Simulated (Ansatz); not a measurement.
Molecule: sum formula VOBr2 (charge 0, doublet). The spin state was set by rule; other spins were not relaxed. SMILES: [O]=[V]([Br])[Br]
Geometry from a B3LYP-D3(BJ)/def2-TZVP (Ansatz, a program for electronic structure) optimisation:
```
V
O 1 1.5612
Br 1 2.3238 2 117.67
Br 1 2.3238 2 117.67 3 -180.00
```
Charge 0, spin multiplicity 2.

Wanted: vertical electron affinity (to the triplet state of charge -1; a negative value means that the extra electron is unbound and the number depends on the basis; each state is the SCF solution reached for its spin; the UHF <S^2> is 1.49 for the doublet (pure: 0.75); for the doublet the Hartree-Fock reference is unstable and T1 is 0.094), in eV. Cores are frozen in the correlated levels unless marked. Open shells are spin-unrestricted. No spin-orbit coupling. The frozen core is the preceding noble-gas configuration, with the filled d and f shells of earlier blocks. Non-relativistic. Anions need diffuse functions: def2-D sets add few. Basis-set limits of correlation are two-point, X^-3; Hartree-Fock from the larger set. The program attaches cautions to a run behind CCSD/def2-SVPD: large difference. The program attaches cautions to a run behind CCSD/def2-TZVPPD: large difference. The program attaches cautions to a run behind CCSD(T)/def2-SVPD: large difference. The program attaches cautions to a run behind CCSD(T)/def2-TZVPPD: large difference.

```json
[
 {"level": "HF/def2-QZVPPD", "program": "Ansatz", "vertical electron affinity (eV)": "2.84"},
 {"level": "SVWN5/def2-TZVPD", "program": "Ansatz", "vertical electron affinity (eV)": "2.59"},
 {"level": "PBE/def2-TZVPD", "program": "Ansatz", "vertical electron affinity (eV)": "2.39"},
 {"level": "r2SCAN/def2-TZVPD", "program": "Ansatz", "vertical electron affinity (eV)": "2.55"},
 {"level": "B3LYP/def2-TZVPD", "program": "Ansatz", "vertical electron affinity (eV)": "2.81"},
 {"level": "PBE0/def2-TZVPD", "program": "Ansatz", "vertical electron affinity (eV)": "2.90"},
 {"level": "BHLYP/def2-TZVPD", "program": "Ansatz", "vertical electron affinity (eV)": "3.24"},
 {"level": "CAM-B3LYP/def2-TZVPD", "program": "Ansatz", "vertical electron affinity (eV)": "3.09"},
 {"level": "wB97M-V/def2-TZVPD", "program": "Ansatz", "vertical electron affinity (eV)": "3.03"},
 {"level": "wB97X-V/def2-TZVPD", "program": "Ansatz", "vertical electron affinity (eV)": "3.02"},
 {"level": "wB97X/def2-TZVPD", "program": "Ansatz", "vertical electron affinity (eV)": "3.03"},
 {"level": "B2PLYP/def2-TZVPD", "program": "Ansatz", "vertical electron affinity (eV)": "2.40"},
 {"level": "RI-MP2/CBS(def2-TZVPPD,def2-QZVPPD)", "program": "Ansatz", "vertical electron affinity (eV)": "5.15"},
 {"level": "CCSD/def2-SVPD", "program": "Ansatz", "vertical electron affinity (eV)": "3.01"},
 {"level": "CCSD/def2-TZVPPD", "program": "Ansatz", "vertical electron affinity (eV)": "2.85"},
 {"level": "CCSD(T)/def2-SVPD", "program": "Ansatz", "vertical electron affinity (eV)": "2.84"},
 {"level": "CCSD(T)/def2-TZVPPD", "program": "Ansatz", "vertical electron affinity (eV)": "2.79"}
]
```
